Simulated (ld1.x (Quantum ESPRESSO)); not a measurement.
# u(r) = r·R(r): atom against pseudo-atom (gallium (Ga))

Columns: radius, all-electron u(r) and pseudo u(r) of the 4p shell (level -2.62 eV) of gallium in the configuration [Ar] 3d10 4s2 4p1; PW91, scalar-relativistic, PAW scheme, ld1.x (Quantum ESPRESSO) 7.5.

```json
{"r (bohr)": "0.135", "all-electron": "0.1172", "pseudo": "0.0061"}
{"r (bohr)": "0.270", "all-electron": "-0.0521", "pseudo": "0.0239"}
{"r (bohr)": "0.405", "all-electron": "-0.1863", "pseudo": "0.0526"}
{"r (bohr)": "0.540", "all-electron": "-0.2020", "pseudo": "0.0906"}
{"r (bohr)": "0.675", "all-electron": "-0.1402", "pseudo": "0.1358"}
{"r (bohr)": "0.810", "all-electron": "-0.0447", "pseudo": "0.1860"}
{"r (bohr)": "0.945", "all-electron": "0.0584", "pseudo": "0.2388"}
{"r (bohr)": "1.080", "all-electron": "0.1563", "pseudo": "0.2917"}
{"r (bohr)": "1.215", "all-electron": "0.2435", "pseudo": "0.3427"}
{"r (bohr)": "1.350", "all-electron": "0.3184", "pseudo": "0.3900"}
{"r (bohr)": "1.485", "all-electron": "0.3809", "pseudo": "0.4320"}
{"r (bohr)": "1.620", "all-electron": "0.4320", "pseudo": "0.4681"}
{"r (bohr)": "1.755", "all-electron": "0.4727", "pseudo": "0.4977"}
{"r (bohr)": "1.890", "all-electron": "0.5043", "pseudo": "0.5210"}
{"r (bohr)": "2.025", "all-electron": "0.5279", "pseudo": "0.5383"}
{"r (bohr)": "2.160", "all-electron": "0.5445", "pseudo": "0.5503"}
{"r (bohr)": "2.295", "all-electron": "0.5551", "pseudo": "0.5578"}
{"r (bohr)": "2.430", "all-electron": "0.5605", "pseudo": "0.5614"}
{"r (bohr)": "2.565", "all-electron": "0.5615", "pseudo": "0.5616"}
{"r (bohr)": "2.700", "all-electron": "0.5588", "pseudo": "0.5588"}
{"r (bohr)": "2.835", "all-electron": "0.5530", "pseudo": "0.5530"}
{"r (bohr)": "2.970", "all-electron": "0.5446", "pseudo": "0.5446"}
{"r (bohr)": "3.105", "all-electron": "0.5341", "pseudo": "0.5341"}
{"r (bohr)": "3.240", "all-electron": "0.5219", "pseudo": "0.5219"}
{"r (bohr)": "3.375", "all-electron": "0.5084", "pseudo": "0.5084"}
{"r (bohr)": "3.510", "all-electron": "0.4938", "pseudo": "0.4938"}
```

Task: How many radial nodes do the two functions have?

Result: The all-electron 4p function has n − l − 1 = 2; the pseudo-wave has 0, since the states of the same l below it are removed with the core.

Task: At about which radius was the pseudo-wave matched?

Result: 2.70 bohr. The columns agree to 0.0005 from 2.56 bohr on; several derivatives are matched, so the curves merge somewhat inside the radius.

Task: Where does each function peak?

Result: Outermost all-electron maximum near 2.56 bohr, pseudo maximum near 2.56 bohr (to the table’s step).

Task: Is the pseudo-wave norm-conserving?

Result: No, it belongs to a PAW set: the norm inside the radius is not constrained, and the difference is carried by the augmentation charge.
